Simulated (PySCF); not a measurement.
Species: C5H9OS (doublet state).
Z-matrix (Å and degrees, GFN2-xTB geometry), rows numbered from 1:
```
C 
C   1  1.4825
S   2  1.7351  1  121.78
C   2  1.4846  1  119.33  3  -172.94
C   4  1.5160  2  116.74  1  -157.63
C   4  1.5168  2   90.12  1    84.29
O   6  1.2140  4  124.55  2   -87.73
H   1  1.0882  2  112.42  3     4.06
H   1  1.0965  2  109.21  3   124.83
H   1  1.0933  2  110.65  3  -117.44
H   3  1.3341  2   96.84  1    -8.90
H   4  1.0921  2  110.63  1   -27.83
H   5  1.0871  4  110.04  2  -174.40
H   5  1.0883  4  110.69  2   -54.34
H   5  1.0878  4  110.10  2    65.59
H   6  1.1025  4  113.02  2    86.61
```

The hyperfine couplings belong to this conformer and change with its torsions.

The species is `C[C](S)[C@H](C)C=O` [radical].

Theory: PySCF 2.14.0, UKS B3LYP, pcH-1 on C H O S, non-relativistic, mean-field spin-orbit, GIAO. Isolated species at its GFN2-xTB geometry (one conformer only). A GFN2-xTB geometry isn't a minimum of the functional, and hyperfine couplings can be far from their values at a DFT geometry. The SCF solution wasn't tested for stability.

Q: Where do the isotropic ENDOR lines of H8/H9/H10, H12, H11 and H16 fall at 343.9 mT, to first order?

A: ν± = |νn ± a/2|, one line for each electron-spin manifold; νn = |g_N| × 7.62259 MHz/T × B.

```tsv
nuclei	isotope	g_N	νn (MHz)	a_iso (MHz)	lower line (MHz)	upper line (MHz)
H8/H9/H10	1H	5.5857	14.64	47.53	9.12	38.41
H12	1H	5.5857	14.64	31.21	0.96	30.25
H11	1H	5.5857	14.64	-2.19	13.55	15.74
H16	1H	5.5857	14.64	1.10	14.09	15.19
```

Q: Which pairs are centred on the nuclear Larmor frequency, and which on half the coupling?

A: Centred on νn, since |a| < 2νn: H11 and H16. Centred on |a|/2 and split by 2νn: H8/H9/H10 and H12.

Q: At what field would the lower line of H8/H9/H10 fall to zero frequency?

A: Where νn = |a|/2, that is B = 23.77 MHz/(5.5857 × 7.62259 MHz/T) = 558 mT, as far as first order holds there.

Means are taken over nuclei equivalent by connectivity, which assumes that they swap fast. The three 1H nuclei of mean +47.5 MHz run from 3.1 to 77.6 MHz in the frozen geometry.

The Mulliken spin populations are largest on C2 (+0.68), S3 (+0.15) and O7 (+0.14). The angles at C2 add up to 359.6°, so it is planar.
